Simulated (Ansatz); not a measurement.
(1) Predict a relaxed structure of cyclic bis(sulfonyl)imide (C3S2NO4F6⁻), charge -1, singlet, at r2SCAN-D4/def2-SVP (Ansatz).

Answers

(1) 
Cartesian coordinates in Å:
```
O -1.179 -2.523 -1.407
S -1.119 -1.117 -1.006
O -1.757 -0.097 -1.844
N -1.395 -1.031 0.586
S -1.245 0.389 1.345
O -1.404 0.160 2.782
O -1.895 1.545 0.720
C 0.592 0.723 1.116
F 0.887 1.958 1.575
F 1.295 -0.175 1.835
C 1.055 0.639 -0.352
F 0.525 1.666 -1.039
F 2.412 0.780 -0.370
C 0.709 -0.680 -1.073
F 1.098 -0.564 -2.362
F 1.420 -1.674 -0.505
```
Point group Cs (tolerance 0.1 Å). This is one stationary point.
